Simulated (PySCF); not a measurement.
GeH₂Br₂, SMILES [Br][GeH2][Br]. Atoms are numbered in the order given.

```xyz
5

Ge     0.0000     0.0000    -0.8839
Br     1.8954     0.0000     0.4529
Br    -1.8954     0.0000     0.4529
H      0.0000    -1.2927    -1.7109
H      0.0000     1.2927    -1.7109
```

Coordinates come from a B3LYP-D3(BJ)/def2-SVP optimisation.

All values below come from PBE/def2-TZVPD in PySCF.

Computed frontier levels, gap, dipole moment and polarisability:
| Item | Value |
|---|---|
| highest occupied level | -7.26 eV |
| lowest empty level | -2.45 eV |
| orbital gap | 4.81 eV |
| dipole moment | 1.66 D |
| quadrupole, principal values (traceless, Buckingham form, about the centre of nuclear charge) | -3.53, 0.06, 3.47 D·Å |
| mean static polarisability | 79.3 bohr³ (11.75 Å³) |
| polarisability, principal values | 64.4, 74.3, 99.2 bohr³ |
